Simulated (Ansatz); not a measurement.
Geometry optimisation, RHF/def2-SVP in Ansatz.

Input:

```yaml
crystal:
  periodic: [false, false, false]
  atoms:
    - { symbol: Ti, position_ang: [0.106676, -0.02375, 0.024182] }
    - { symbol: Cl, position_ang: [0.393775, -0.26277, 2.332811] }
    - { symbol: "N", position_ang: [1.751773, -0.03491, -0.750823] }
    - { symbol: H, position_ang: [2.2804, -0.856554, -0.984776] }
    - { symbol: H, position_ang: [2.285376, 0.806278, -0.900349] }
    - { symbol: Cl, position_ang: [-0.743254, 1.92554, -0.696599] }
    - { symbol: "N", position_ang: [-0.654162, -1.55691, -0.634982] }
    - { symbol: H, position_ang: [-1.211055, -2.197834, -0.092373] }
    - { symbol: H, position_ang: [-0.527903, -1.896906, -1.572966] }
    - { symbol: "N", position_ang: [-2.886551, 0.008892, 1.331653] }
    - { symbol: H, position_ang: [-2.85164, -0.54952, 0.501059] }
    - { symbol: H, position_ang: [-2.750371, 0.971239, 1.085552] }
    - { symbol: H, position_ang: [-2.158065, -0.277894, 1.993011] }
basis:
  gaussian: { orbitals: def2-SVP }
hamiltonian:
  xc: hf
relax:
  f_tol: 0.03
  max_steps: 50
```

Run as:

```bash
$ ansatz run input.yaml --threads 4 --pin off --max-ram 5120MiB --backend cpu --events-out ev --progress --plain --runs-dir out
```

Where does it end, and by what steps?

The run converged. The force dipped under the threshold on the way, but the program's further checks kept it going. After 24 steps the energy has fallen by 0.185 eV; H8 moved furthest, 0.71 Å.

```csv
step,energy less start (eV),largest force component (eV/Å),accepted
0,0.0000,0.912,yes
1,-0.1076,0.254,yes
2,-0.1457,0.188,yes
3,-0.1661,0.260,yes
4,-0.1713,0.108,yes
5,-0.1735,0.077,yes
6,-0.1747,0.065,yes
7,-0.1756,0.057,yes
8,-0.1762,0.099,yes
9,-0.1770,0.057,yes
10,-0.1789,0.014,yes
11,-0.1515,0.987,no
12,-0.1796,0.084,yes
13,-0.1801,0.185,yes
14,-0.1810,0.100,yes
15,-0.1817,0.035,yes
16,-0.1823,0.139,yes
17,-0.1830,0.051,yes
18,-0.1835,0.044,yes
19,-0.1837,0.140,yes
20,-0.1842,0.055,yes
21,-0.1845,0.007,yes
22,-0.1847,0.052,yes
23,-0.1848,0.048,yes
24,-0.1849,0.026,yes
```

```xyz
13
Properties=species:S:1:pos:R:3
Ti 0.395 -0.059 -0.086
Cl 0.516 -0.188 2.148
N 2.078 -0.095 -0.800
H 2.459 -0.814 -1.388
H 2.752 0.636 -0.640
Cl -0.662 1.786 -0.793
N -0.461 -1.547 -0.712
H -0.541 -2.411 -0.203
H -0.978 -1.583 -1.576
N -3.392 0.083 1.532
H -3.249 -0.686 0.900
H -3.198 0.923 1.013
H -2.682 0.012 2.241
```

Whether the end is a true minimum wasn't checked by a vibrational analysis.

Run time: 62 s on 4 threads of Arm Neoverse V1, on a shared host, peak memory 0.45 GiB.
